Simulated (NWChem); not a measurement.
# AlGeH$_{4}$F; SMILES [F][AlH][GeH3]

```xyz
7

Al    -0.5456     1.2880     0.0006
F      0.6445     2.4496    -0.0001
Ge     0.0848    -1.1119     0.0002
H     -0.3687    -1.8064    -1.3118
H      1.6046    -1.3677     0.1467
H     -0.6214    -1.8739     1.1531
H     -2.0344     1.8397    -0.0031
```
Atoms are numbered in this order, from 1.

Program: NWChem. Structure relaxed at the B3LYP/6-31G* (spherical d) level. Ions are spin-unrestricted doublets at the neutral geometry; other ion states weren't tried. Functional: LC-ωPBE (HJS hole) with def2-SVP; rows give the range parameter ω in 1/bohr.

```csv
range parameter (1/bohr),"vertical ionisation energy, ΔSCF (eV)",−ε(HOMO) (eV),ΔSCF minus −ε(HOMO) (eV)
0.20,9.91,9.21,0.70
0.30,10.09,9.94,0.15
0.40,10.24,10.43,-0.19
0.50,10.36,10.76,-0.40
0.60,?,?,?
```

What belongs in the gaps?


- 0.60, vertical ionisation energy, ΔSCF (eV): 10.45
- 0.60, −ε(HOMO) (eV): 10.98
- 0.60, ΔSCF minus −ε(HOMO) (eV): -0.53
